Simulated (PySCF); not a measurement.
C5H5Cl. Atoms are numbered in the order given.

```xyz
11

C      2.4601    -0.5494     0.7216
C      1.4297    -0.7598     0.1211
C      0.2174    -1.0160    -0.6044
C     -1.0901    -1.2359     0.1311
C     -0.8944     0.0079    -0.6589
Cl    -0.7186     1.5458     0.1562
H      3.3715    -0.3577     1.2565
H      0.3578    -1.5843    -1.5310
H     -1.7787    -1.9944    -0.2498
H     -1.0528    -1.1394     1.2185
H     -1.4169     0.1160    -1.6121
```

Geometry optimised at PBE0-D3(BJ)/def2-SVP.

Computed with TDA-PBE/def2-SVPD in PySCF 2.14.0.

Vertical excitations. Isolated molecule, no solvent.

Computed UV-visible absorptions:
```tsv
state	energy (eV)	λ (nm)	f	main pairs
S1	5.83	213	0.003	HOMO→LUMO+1 59 %, HOMO→LUMO 37 %
S2	5.90	210	0.007	HOMO→LUMO 45 %, HOMO→LUMO+1 38 %, HOMO−1→LUMO 9 %
S3	6.12	203	0.003	HOMO−1→LUMO 71 %, HOMO−1→LUMO+1 15 %
S4	6.14	202	0.003	HOMO−1→LUMO+1 68 %, HOMO→LUMO+2 23 %
S5	6.43	193	0.011	HOMO−1→LUMO+2 83 %
S6	6.60	188	0.023	HOMO−2→LUMO+1 35 %, HOMO−2→LUMO 30 %, HOMO→LUMO+2 16 %, HOMO−1→LUMO+2 8 %
S7	6.72	184	0.019	HOMO−2→LUMO+1 47 %, HOMO→LUMO+3 24 %, HOMO−2→LUMO 15 %
S8	6.75	184	0.029	HOMO→LUMO+3 61 %
S9	6.80	182	0.028	HOMO−1→LUMO+3 39 %, HOMO−2→LUMO 33 %, HOMO→LUMO+2 9 %, HOMO→LUMO+3 9 %
S10	6.97	178	0.008	HOMO−3→LUMO+1 58 %, HOMO−3→LUMO 22 %, HOMO−1→LUMO+3 10 %
T1	5.09	243	0	HOMO→LUMO+2 34 %, HOMO→LUMO 26 %, HOMO−1→LUMO+1 13 %, HOMO−1→LUMO 7 %
T2	5.44	228	0	HOMO→LUMO+1 35 %, HOMO→LUMO 31 %, HOMO−1→LUMO+1 12 %, HOMO−1→LUMO+2 11 %
T3	5.49	226	0	HOMO−1→LUMO 26 %, HOMO−1→LUMO+1 24 %, HOMO→LUMO+1 16 %, HOMO→LUMO+2 11 %
T4	5.74	216	0	HOMO→LUMO+2 31 %, HOMO→LUMO+1 30 %, HOMO−1→LUMO 19 %, HOMO→LUMO 14 %
```
Triplets are in the Tamm–Dancoff approximation.
